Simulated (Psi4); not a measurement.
HO3S (SMILES O=[S](=O)O), doublet, geometry from GFN2-xTB, with bond 5-4 at 1.5 times its length; HF/6-31G** in Psi4.

Psi4 was given this input:
```
memory 2 GB

molecule {
0 2
  O    -0.35161916    1.37581007    0.16417676
  S    -0.15535022    0.00558506   -0.27045476
  O    -1.00118733   -1.03155471    0.25966493
  O     1.41212162   -0.39930609    0.09887398
  H     2.31056272    0.72622047    0.16888891
}

set basis 6-31g**
set reference uhf
set stability_analysis check
set scf_type pk

energy('scf')
print_variables()
```

Output, abridged:

```
   => Loading Basis Set <=

    Name: 6-31G**
    Role: ORBITAL
    Keyword: BASIS

         ---------------------------------------------------------
                                   SCF
               by Justin Turney, Rob Parrish, Andy Simmonett
                          and Daniel G. A. Smith
                              UHF Reference
         ---------------------------------------------------------

  ==> Geometry <==

    Molecular point group: c1
    Full point group: C1

    Geometry (in Angstrom), charge = 0, multiplicity = 2:

       Center              X                  Y                   Z               Mass
    ------------   -----------------  -----------------  -----------------  -----------------
         O           -0.330752212383     1.375440311321     0.165609432991    15.994914619570
         S           -0.134483272383     0.005215301321    -0.269022087009    31.972071174400
         O           -0.980320382383    -1.031924468679     0.261097602991    15.994914619570
         O            1.432988567617    -0.399675848679     0.100306652991    15.994914619570
         H            2.331429667617     0.725850711321     0.170321582991     1.007825032230

  Running in c1 symmetry.

  Rotational constants: A =      0.31197  B =      0.27921  C =      0.15835 [cm^-1]
  Rotational constants: A =   9352.57230  B =   8370.40593  C =   4747.28464 [MHz]
  Nuclear repulsion =  184.040234279570967

  Charge       = 0
  Multiplicity = 2
  Electrons    = 41
  Nalpha       = 21
  Nbeta        = 20

  ==> Algorithm <==

  SCF Algorithm Type is PK.
  DIIS enabled.
  MOM disabled.
  Fractional occupation disabled.
  Guess Type is SAD.
  Energy threshold   = 1.00e-06
  Density threshold  = 1.00e-06
  Integral threshold = 1.00e-12

  ==> Primary Basis <==

  Basis Set: 6-31G**
    Blend: 6-31G**
    Number of shells: 29
    Number of basis functions: 69
    Number of Cartesian functions: 69
    Spherical Harmonics?: false
    Max angular momentum: 2

  ==> Integral Setup <==

  Using in-core PK algorithm.
   Calculation information:
      Number of atoms:                   5
      Number of AO shells:              29
      Number of primitives:             77
      Number of atomic orbitals:        69
      Number of basis functions:        69

      Integral cutoff                 1.00e-12
      Number of threads:                 1

  Performing in-core PK
  Using 5834640 doubles for integral storage.
  We computed 89315 shell quartets total.
  Whereas there are 94830 unique shell quartets.

  ==> DiskJK: Disk-Based J/K Matrices <==

    J tasked:                  Yes
    K tasked:                  Yes
    wK tasked:                  No
    Schwarz Cutoff:          1E-12

  Minimum eigenvalue in the overlap matrix is 8.4280255875E-03.
  Reciprocal condition number of the overlap matrix is 1.4990328232E-03.
    Using symmetric orthogonalization.

  ==> Pre-Iterations <==

  SCF Guess: Superposition of Atomic Densities via on-the-fly atomic UHF (no occupation information).

   -------------------------
    Irrep   Nso     Nmo
   -------------------------
     A         69      69
   -------------------------
    Total      69      69
   -------------------------

  ==> Iterations <==

                        Total Energy        Delta E     RMS |[F,P]|

   @UHF iter SAD:  -621.91313179184624   -6.21913e+02   0.00000e+00
   @UHF iter   1:  -622.24231365927574   -3.29182e-01   9.90653e-03 ADIIS/DIIS
   @UHF iter   2:  -622.36170873058188   -1.19395e-01   7.32306e-03 ADIIS/DIIS
   @UHF iter   3:  -622.45462750297634   -9.29188e-02   8.10071e-04 ADIIS/DIIS
   @UHF iter   4:  -622.45789315599052   -3.26565e-03   3.34669e-04 ADIIS/DIIS
   @UHF iter   5:  -622.45851829665116   -6.25141e-04   2.03049e-04 ADIIS/DIIS
   @UHF iter   6:  -622.45879465838834   -2.76362e-04   1.05561e-04 ADIIS/DIIS
   @UHF iter   7:  -622.45894706647914   -1.52408e-04   6.05249e-05 DIIS
[...]
   @UHF iter  67:  -622.45870110085627    2.12861e-07   9.30757e-06 DIIS
   @UHF iter  68:  -622.45868973671020    1.13641e-05   1.20201e-05 DIIS
   @UHF iter  69:  -622.45870390876212   -1.41721e-05   9.06603e-06 DIIS
   @UHF iter  70:  -622.45870914206648   -5.23330e-06   8.93350e-06 DIIS
   @UHF iter  71:  -622.45872563713522   -1.64951e-05   1.07824e-05 DIIS
   @UHF iter  72:  -622.45871603085004    9.60629e-06   9.46717e-06 DIIS
   @UHF iter  73:  -622.45871734931814   -1.31847e-06   9.72301e-06 DIIS
   @UHF iter  74:  -622.45872496287973   -7.61356e-06   1.13988e-05 DIIS
   @UHF iter  75:  -622.45871057857391    1.43843e-05   9.08406e-06 DIIS
   @UHF iter  76:  -622.45870763429878    2.94428e-06   8.98082e-06 DIIS
   @UHF iter  77:  -622.45870944056765   -1.80627e-06   9.11289e-06 DIIS
   @UHF iter  78:  -622.45870862194545    8.18622e-07   9.14552e-06 DIIS
   @UHF iter  79:  -622.45867436187336    3.42601e-05   1.63750e-05 DIIS
   @UHF iter  80:  -622.45870378334075   -2.94215e-05   9.00276e-06 DIIS
   @UHF iter  81:  -622.45869840339799    5.37994e-06   9.43228e-06 DIIS
   @UHF iter  82:  -622.45869639077978    2.01262e-06   9.69996e-06 DIIS
   @UHF iter  83:  -622.45869149707949    4.89370e-06   1.07347e-05 DIIS
   @UHF iter  84:  -622.45870093274675   -9.43567e-06   8.89120e-06 DIIS
   @UHF iter  85:  -622.45871982140443   -1.88887e-05   9.35884e-06 DIIS
   @UHF iter  86:  -622.45869238221712    2.74392e-05   1.01917e-05 DIIS
   @UHF iter  87:  -622.45869202649180    3.55725e-07   1.02793e-05 DIIS
   @UHF iter  88:  -622.45869147435371    5.52138e-07   1.03990e-05 DIIS
   @UHF iter  89:  -622.45870189697939   -1.04226e-05   8.58641e-06 DIIS
   @UHF iter  90:  -622.45870646066749   -4.56369e-06   8.23802e-06 DIIS
   @UHF iter  91:  -622.45869777792245    8.68275e-06   9.31779e-06 DIIS
   @UHF iter  92:  -622.45869996729255   -2.18937e-06   8.97570e-06 DIIS
   @UHF iter  93:  -622.45869979609017    1.71202e-07   8.96960e-06 DIIS
   @UHF iter  94:  -622.45873344738516   -3.36513e-05   1.32760e-05 DIIS
   @UHF iter  95:  -622.45870609198187    2.73554e-05   8.59059e-06 DIIS
   @UHF iter  96:  -622.45870222076928    3.87121e-06   9.17204e-06 DIIS
   @UHF iter  97:  -622.45870668266662   -4.46190e-06   8.90032e-06 DIIS
   @UHF iter  98:  -622.45870486135868    1.82131e-06   8.97090e-06 DIIS
   @UHF iter  99:  -622.45869802162156    6.83974e-06   9.69357e-06 DIIS
   @UHF iter 100:  -622.45870711368525   -9.09206e-06   9.23246e-06 DIIS

PsiException: Could not converge SCF iterations in 100 iterations.

  Failed to converge.

Traceback (most recent call last):
  File "psi4", line 375, in <module>
  File "<string>", line 28, in <module>
  File "site-packages/psi4/driver/driver.py", line 533, in energy
  File "site-packages/psi4/driver/procrouting/proc.py", line 2760, in run_scf
  File "site-packages/psi4/driver/procrouting/proc.py", line 2047, in scf_helper
  File "site-packages/psi4/driver/procrouting/scf_proc/scf_iterator.py", line 93, in scf_compute_energy
  File "site-packages/psi4/driver/procrouting/scf_proc/scf_iterator.py", line 86, in scf_compute_energy
  File "site-packages/psi4/driver/procrouting/scf_proc/scf_iterator.py", line 609, in scf_iterate

psi4.driver.p4util.exceptions.SCFConvergenceError: Could not converge SCF iterations in 100 iterations.

Printing out the relevant lines from the Psithon --> Python processed input file:
    core.IO.set_default_namespace("")
    core.set_global_option("BASIS", "6-31g**")
    core.set_global_option("REFERENCE", "uhf")
    core.set_global_option("STABILITY_ANALYSIS", "check")
    core.set_global_option("SCF_TYPE", "pk")
--> energy('scf')
    print_variables()

!-------------------------------------------------------!
!                                                       !
!  Could not converge SCF iterations in 100 iterations. !
!                                                       !
!-------------------------------------------------------!
```

Convergence was not reached.
